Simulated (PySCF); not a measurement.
Cartesian coordinates (Å):
SMILES: [SiH2]C
```xyz
7

C     -0.8157    -0.0493    -0.0413
Si     1.0225     0.0919    -0.3822
H     -1.0016    -0.1352     1.0336
H     -1.3473     0.8304    -0.4091
H     -1.2344    -0.9310    -0.5303
H      1.7652    -1.1147     0.0806
H      1.6099     1.3084     0.2478
```
Charge 0, spin multiplicity 2.

Q: Give the highest occupied spin orbital, total energy and dipole moment at the level PBE0-D4/def2-TZVP (PySCF).

A: 
```json
{
 "highest_occupied_spin_orbital": "-5.90 eV",
 "total_energy": "-330.4049 Ha",
 "dipole_moment": "0.93 D"
}
```
